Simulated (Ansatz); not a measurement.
Relaxed structures of Al2BH5O, singlet (PBE0-D4/def2-TZVP; forces vanish, vibrations not checked; lower isomers may exist, and structures with a doubtful reference or unclear bonds are left out; Å). Computed with Ansatz 0.2.0 (basis: def2-TZVPP); correlated methods freeze the cores.

(1) Rank them by CCSD(T) energy, lowest first, and give each one's height above the lowest. Links in brackets join atoms within 1.22 times the sum of their covalent radii (1.1 for two metals). (Judge from chemistry; the value comes from the calculation.)
A.
Al₂BH₅O ([AlH2][BH][O][AlH2])
```
9
angstrom
B 0.8201 -0.2636 0.2131
O 0.1095 0.3781 -0.7248
Al -0.6462 1.2091 -1.9841
Al -0.0817 -1.0859 1.9940
H -1.2041 0.3439 -3.1776
H -0.7672 2.7736 -1.8368
H 2.0148 -0.3632 0.0124
H -0.6130 -2.5914 2.0555
H -0.2331 -0.2341 3.3372
```
B.
Al₂BH₅O ([BH2][O][AlH][AlH2])
```
9
angstrom
B -0.6131 1.1858 -1.9564
O 0.1222 0.5522 -1.0450
Al 1.0751 -0.2480 0.1077
Al -0.1709 -1.1724 2.1806
H -1.1029 0.5631 -2.8644
H -0.7863 2.3745 -1.8604
H 2.6208 -0.3153 -0.2581
H -0.7745 -2.6465 2.2019
H -0.3704 -0.2934 3.4940
```
C.
Al₂BH₅O ([BH2][Al]1[OH][AlH2]1)
```
9
angstrom
B -0.6974 1.2555 -2.0562
O 0.8454 -0.3807 0.4237
Al -0.7808 0.2369 -0.1837
Al -0.1941 -1.0136 1.8990
H -0.8779 0.6934 -3.1011
H -0.5728 2.4466 -2.1340
H 1.7710 -0.4010 0.1684
H -0.2562 -2.6028 1.9028
H 0.1603 -0.2080 3.2237
```
D.
Al₂BH₅O ([BH][O][AlH2][AlH2])
```
9
angstrom
B -0.6068 0.1899 -1.8900
O 0.3118 -0.0341 -1.1478
Al 1.6156 -0.4617 0.3167
Al -0.1467 -0.9450 2.1546
H -1.5003 0.4084 -2.6144
H 2.3596 -1.6936 -0.3839
H 2.4002 0.9333 0.3458
H -1.7100 -0.8136 1.7670
H 0.0780 -1.3717 3.6811
```

No T1 diagnostic of these runs exceeds 0.017.

Results:

(1) The calculation gives: B (0.00 kcal/mol), A (11.30 kcal/mol), D (28.03 kcal/mol), C (40.51 kcal/mol). Heights count from the lowest.

For scale, one of the runs: CCSD(T)/def2-TZVPP, 216 basis functions, launched by `ansatz run in.yaml --threads 2 --pin off --events-out ev --progress --plain --max-ram 4352MiB`. Hardware: 2 CPU threads of an Arm Neoverse V1, shared host. Wall time 70 s; peak host memory 2.9 GiB.
